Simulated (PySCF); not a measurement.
Members of the series SiXY, Y = H; each row names its spin state. All species are isolated molecules in the gas phase. One relaxed conformer stands for each flexible species; it need not be the lowest. Strings in code marks are SMILES.

Quantity: adiabatic spin-state energy, in kcal/mol.

A: `N#C[SiH]`: multiplicity 3 minus multiplicity 1
B: `[C-]#[N+][SiH]`: multiplicity 3 minus multiplicity 1
C: `[SiH]S`: multiplicity 3 minus multiplicity 1
D: `C#C[SiH]`: multiplicity 3 minus multiplicity 1
E: `N[SiH]`: multiplicity 3 minus multiplicity 1

### Question
Order them by adiabatic spin-state energy (lowest first) at the level PBE0-D3(BJ)/def2-TZVP (PySCF).

### Answer
D (19.1 kcal/mol), A (19.7 kcal/mol), B (26.1 kcal/mol), C (31.2 kcal/mol), E (36.1 kcal/mol)
